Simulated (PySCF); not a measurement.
## Basis and Hamiltonian dependence of the excitation energy of Re

Re [Xe] 4f14 5d5 6s2 (6S) → Re [Xe] 4f14 5d5 6s1 7s1 (8S). Calculated with PySCF 2.14 from differences of total energies of unrestricted determinants, without spin-orbit coupling. Values in eV.

```tsv
basis	Hamiltonian	functions	UHF	LDA	PBE0	MP2 (valence)	CCSD(T) (valence)
aug-cc-pVDZ-PP with ECP60MDF	ECP	54	3.603	5.402	4.740	4.812	4.977
aug-cc-pwCVDZ-PP with ECP60MDF	ECP	70	3.582	5.365	4.709	4.785	4.941
def2-QZVPPD with the def2 core potential (60 electrons)	ECP	91	4.327	5.849	5.254	5.533	5.665
x2c-TZVPPall with one added diffuse shell each of s, p, d, f type	spin-free X2C	113	3.584	5.483	4.815	4.849	5.031
aug-cc-pwCVTZ-PP with ECP60MDF	ECP	122	3.560	5.348	4.690	4.894	n/a
```

Frozen in the all-electron rows: valence: [Xe] 4f14; with a core potential, the same shells as far as they lie outside it.

At UHF, def2-QZVPPD with the def2 core potential (60 electrons) lies more than 0.3 eV from the median of the rows with comparable relativity. Of these, def2-QZVPPD with the def2 core potential (60 electrons) has no diffuse functions of the l that the added or promoted electron needs.
